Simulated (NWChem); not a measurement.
System: BSi2H7; SMILES [SiH3]B[SiH3]

The following NWChem deck was run.

```
start job
memory heap 200 mb stack 900 mb global 1100 mb
geometry units angstroms noautoz
  B     -0.753470    -0.000544     0.298305
  H     -1.883286    -0.008174     0.732729
  Si     0.117443    -1.762112    -0.136818
  H      0.724248    -2.211603     1.164057
  H      1.226783    -1.657035    -1.136013
  H     -0.835092    -2.824858    -0.587293
  Si     0.163864     1.773049     0.045717
  H      1.657994     1.685539     0.044227
  H     -0.254179     2.826796     1.022715
  H     -0.262153     2.223303    -1.324776
end
basis spherical
  * library def2-tzvp
end
dft
  xc slater pw91lda
  iterations 150
  mulliken
end
task dft energy
```

Structure relaxed at the PBE0/def2-SVP level.

**Question.** Predict the main results of this run. (LDA (Slater exchange, PW92)/def2-TZVP.) Quantities: energy (Ha); highest occupied level (eV); orbital gap (eV); dipole (D).

**Answer.** 
```
Property                      Result
---------------------------  -------
energy (Ha)                  -605.32
highest occupied level (eV)    -6.94
orbital gap (eV)                2.91
dipole (D)                      0.26
```
